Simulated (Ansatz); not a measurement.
Reactions of `CBC=O`.

Gas-phase electronic energies from Ansatz, PBE0-D4/def2-TZVP geometries. CBS: MP2 limit from def2 TZ/QZ plus the TZ coupled-cluster correction, frozen cores. This one scheme is used for every species. Elements past krypton have def2 core potentials. For Br, Ge, Te outer-core shells are correlated without core-valence functions, which leaves a few kJ/mol of doubt a bond. Scalar relativity is left out up to krypton. One conformer a species, not always the lowest.

Order these by ΔE at CCSD(T)/CBS, lowest first. (Estimate.)
A. `CBC=O` + `NB(F)[TeH]` → `O=CB[TeH]` + `CB(N)F`
B. `CBC=O` + `[SH][GeH3]` → `CB[S][GeH3]` + `C=O`
C. `CBC=O` + HBr → `O=CBBr` + CH₄
D. `CBC=O` + `CC(C)(O)F` → `CB(O)C=O` + `CC(C)F`

D (-45.3 kcal/mol), B (-23.7 kcal/mol), C (-20.0 kcal/mol), A (-10.5 kcal/mol).

Largest T1 diagnostic: 0.017, for `O=CB[TeH]`.
